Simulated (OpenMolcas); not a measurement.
**Si IV: from CASSCF to CASPT2**

```json
{"Program": "OpenMolcas 26.06", "Basis": "ANO-RCC-VTZP [5s4p2d1f]", "Scalar Hamiltonian": "DKH2, point nucleus", "Active space": "1 electron in 4 orbitals (3s 3p)", "State averaging": "2S+1 = 2 even, 1 root; 2S+1 = 2 odd, 3 roots", "Spin-orbit coupling": "state interaction with AMFI integrals over the reference wave functions, term energies averaged over their components"}
```

Methods on the same reference wave functions:
A. CASSCF
B. SS-CASPT2, IPEA 0.25 Eh, imaginary shift 0.1 Eh (closed shells correlated: 2s 2p)
C. XMS-CASPT2, IPEA 0.25 Eh, imaginary shift 0.1 Eh (closed shells correlated: 2s 2p)

Energies in cm⁻¹ above 3s ²S_1/2, the measured ground level; measured values from NIST levels in Kelleher and Podobedova, J. Phys. Chem. Ref. Data 37, 1285 (2008).

```tsv
Level	A	B	C	Measured
3s ²S_1/2	0.0	0.0	0.0	0.0
3p ²P°_1/2	70649	70935	70915	71288
3p ²P°_3/2	71022	71307	71288	71749
```

Deviations, from unrounded energies. A percentage is the sum of absolute deviations over the sum of measured energies, with the sign that they share, or ± where signs differ.

| Against measurement | Levels | A | B | C |
| --- | --- | --- | --- | --- |
| mean absolute deviation (cm-1) | 2 | 680 | 400 | 420 |
| other configurations (%) | 2 | -1.0 | -0.6 | -0.6 |

B, C lie about equally close to measurement and A furthest from it. The largest miss of B in the table is 3p ²P°_3/2, by -440 cm-1. The ranking rests on the paired levels alone, and a cruder setting can come out closer through cancelling errors.

Between B and C the level of the table that moves most is 3p ²P°_1/2, by 19 cm-1 (lowest in C, highest in B).

The lowest spin-free term lies below A's lowest term by 0.018 hartree in B, 0.018 hartree in C.

With one active electron the reference holds no correlation, so core polarisation is missing (holds for A). With one active electron, CASPT2 adds the correlation within the correlated inactive shells and between them and that electron, and leaves the splitting within a term as the reference gives it (holds for B; C). Computed and measured levels are paired by configuration, term and J; levels that our copy of the source lacks, or whose pairing is in doubt (as where it misses far off the trend of its configuration), stay unpaired and out of the deviations. Levels of configurations outside the active space are missing.

° marks odd parity.
